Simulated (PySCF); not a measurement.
Molecule: C2Cl3, SMILES Cl[C]=C(Cl)Cl, doublet. Atoms near the plane z = 0.0 Å, at the B3LYP/def2-SVP optimised geometry (x, y, z in Å): Cl1 (-0.9, -2.2, 0.0), C2 (-1.2, -0.5, 0.0), C3 (-0.5, 0.6, 0.0), Cl4 (1.3, 0.6, 0.0), Cl5 (-1.3, 2.2, 0.0).

Method: unrestricted B3LYP/def2-TZVP (PySCF 2.14.0). Cells within 0.4 Å of a nucleus heavier than hydrogen are left out (blank, or x). The values are rescaled to run from 0 to 1.

```
|00000111111000000000000000000|
|00001111111100000000000000000|
|00001112233210000000000000000|
|00001123567521000000000000000|
|00001136999982000000000000000|
|00000149999998200000000000000|
|00000149999999510000000000000|
|000001499xxx99831100000000000|
|0000003999xx99964443211100000|
|00000029999999999999842111000|
|00000015999999999999994211100|
|000000138999999999x9997321110|
|000000137999xx999xxx999421110|
|000000149999xx999xx9998321110|
|00000127999999999999995311110|
|0000013999xx99999999953211100|
|0000013999xx99977775321111000|
|00001138999999953211000000000|
|00001136999999952100000000000|
|00001126999999962100000000000|
|00001127999xx9972100000000000|
|0000112699xxx9982100000000000|
|00000114999999962100000000000|
|00000113899999952110000000000|
|00000112499999732111000000000|
|00001111357986422111100000000|
|00001111234443321111100000000|
|00011111122332221111100000000|
|00011111112222111111110000000|
```
Scale: ten equal steps from 0.000 (start of '0') to 1.00 (end of '9'), in the order '0123456789'; x runs from -4.50 to 4.50, y from -4.50 (bottom) to 4.50 (top).

Task: Which quantity is mapped?
(A) an orbital amplitude
(B) log10 of the electron density
(C) electrostatic potential
(D) Laplacian of the electron density

Result: C, electrostatic potential. In full: electrostatic potential (hartree/e), clipped to [-0.08, 0.12].
